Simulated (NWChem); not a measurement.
**Correlation energy of hydrogen bromide (HBr)**

SMILES: Br
```xyz
2

Br     0.0000     0.0000     0.0395
H      0.0000     0.0000    -1.3829
```
Charge 0, spin multiplicity 1.

Program: NWChem. Structure: optimised with PBE0/def2-SVP, a minimum by its harmonic frequencies.

Basis set: 3-21G. Each correlation energy counts from its own Hartree-Fock reference.

The Hamiltonian is non-relativistic. The correlated methods keep 9 core orbitals frozen. Coupled-cluster values serve here as a point of comparison, not as the truth.

Problem. For the correlation energy, CCSDT gives -51.9 mHa and SCS-MP2 gives -44.3 mHa. What do CCSD, MP2 give?

Solution. CCSD: -51.6 mHa; MP2: -41.5 mHa.
